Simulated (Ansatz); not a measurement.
System: C2H4BO2, net charge 0, doublet state. It need not be the lowest isomer of its formula. 
Coordinates optimised at B3LYP-D3(BJ)/def2-TZVP (Ansatz, a program for electronic structure):
```xyz
9

C     -1.7222    -0.6216    -0.7172
C     -0.9681    -0.4387     0.3644
B      0.4718     0.1658     0.2350
O      1.1931     0.3304     1.3592
O      0.9761     0.5152    -0.9938
H     -1.3654    -0.3605    -1.7067
H     -2.7218    -1.0382    -0.6538
H     -1.3523    -0.7095     1.3411
H      1.8684     0.8767    -0.9615
```
Charge 0, spin multiplicity 2.

Total electronic energies in hartree. Cores are frozen in the correlated levels unless marked. UHF or UKS for open shells. No spin-orbit coupling. Non-relativistic. Basis-set limits of correlation are two-point, X^-3; Hartree-Fock from the larger set.

```tsv
level	program	energy (Eh)
r2SCAN-D3(BJ)/def2-TZVPD	Ansatz + dftd3	-253.89901
B3LYP/def2-TZVPD	Ansatz	-254.04377
PBE0/def2-TZVP	Ansatz	-253.73832
MP2/6-31G	Ansatz	-252.84547
SCS-MP2/STO-3G	Ansatz	-249.43968
SCS-MP2/cc-pVQZ	Ansatz	-253.53188
CCSD/cc-pVDZ	Ansatz	-253.25368
CCSD/cc-pwCVTZ	Ansatz	-253.50924
CCSD(T)/CBS(cc-pVTZ,cc-pVQZ)	Ansatz	-253.6466
```

Totals of different functionals don't rank their quality; only differences between species are comparable.
